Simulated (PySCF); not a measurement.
Ligand exchange on a metal centre used in film growth or etching (Zr Cl-Br). Gas-phase values, no solvent.

The LUMO from two functionals at the same geometries (TPSS-D3(BJ)/def2-SVP), both in PySCF: PBE-D3(BJ)/def2-TZVP and B3LYP-D3(BJ)/def2-TZVP. B3LYP has the VWN-RPA correlation part, as in Gaussian. 

| species | PBE-D3(BJ)/def2-TZVP (eV) |
|---|---|
| 0 of 4 Cl replaced by Br ([Zr(Cl)4]) | -3.57 |
| 3 of 4 Cl replaced by Br | -3.63 |
| 4 of 4 Cl replaced by Br ([Zr(Br)4]) | -3.64 |

### Question
What does B3LYP-D3(BJ)/def2-TZVP give for each?

### Answer

- 0 of 4 Cl replaced by Br ([Zr(Cl)4]): -3.00
- 3 of 4 Cl replaced by Br: -3.09
- 4 of 4 Cl replaced by Br ([Zr(Br)4]): -3.11
Over these rows, drawn at random from the members with no instability flagged (it was tested for open shells, ions and some series alone), PBE minus B3LYP-D3(BJ): mean -0.54 eV, from -0.57 eV to -0.53 eV.
